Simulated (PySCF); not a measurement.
CCl3F.

```xyz
5

F      0.0000     0.0000     1.5915
C      0.0000     0.0000     0.2508
Cl    -1.4594    -0.8426    -0.3104
Cl     1.4594    -0.8426    -0.3104
Cl     0.0000     1.6852    -0.3104
```
Charge 0, spin multiplicity 1.

The structure is a stationary point at B3LYP-D3(BJ)/def2-TZVP.

Method: PySCF with HF/pcSseg-1. Non-relativistic, no solvent.

Computed absolute GIAO shielding of each atom: isotropic value and principal components (ppm):
| atom | σ(iso) | σ11 | σ22 | σ33 | span |
|---|---|---|---|---|---|
| F1 | 238.5 | 208.6 | 208.6 | 298.4 | 89.8 |
| C2 | 66.2 | 64.9 | 64.9 | 68.8 | 3.9 |
| Cl3 | 490.5 | 220.0 | 237.4 | 1014.2 | 794.2 |
| Cl4 | 490.5 | 220.0 | 237.4 | 1014.2 | 794.2 |
| Cl5 | 490.5 | 220.0 | 237.4 | 1014.2 | 794.2 |
